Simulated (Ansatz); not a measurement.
The cluster Ti₂Si, relaxed as a singlet with RKS PBE0-D4/def2-TZVP in Ansatz, starting from the GFN1-xTB geometry. Force threshold 0.02 eV/Å.

The restricted singlet is unstable: a solution with broken spin symmetry lies lower. At PBE0-D4/def2-TZVP a quintet of charge 0 lies 0.88 eV below the restricted singlet, each at its own geometry. The structure comes from a short search, and lower isomers may exist.

Start:

```xyz
3

Ti    0.4514    1.3602    0.2227
Ti    0.9624   -1.0802    0.1139
Si   -1.4138   -0.2800   -0.3366
```

Task: Estimate the energy that the relaxation releases and the steps that it takes.

Result: 13.4 kcal/mol, in 5 steps; 10 s on 4 threads of Arm Neoverse V2 on a shared host. No frequencies were taken in this run, so the end may be a saddle point.

Task: Does the start keep its bonding and symmetry?

Result: By distances, no bond broke or formed. The bond that changes most is Ti1–Ti2, from 2.50 to 2.24 Å (atoms count from 1). The end is the same structure that another start reached. Point group C2v at the start, C2v at the end, both within 0.05 Å.

Task: Predict the relaxed structure.

Result: 
Cartesian coordinates in Å:
```
Ti 0.432 1.226 0.206
Ti 0.890 -0.964 0.108
Si -1.322 -0.262 -0.315
```
Bond lengths (bridged metal pairs left out): 2 × Si–Ti 2.36 Å; 1 × Ti–Ti 2.24 Å.
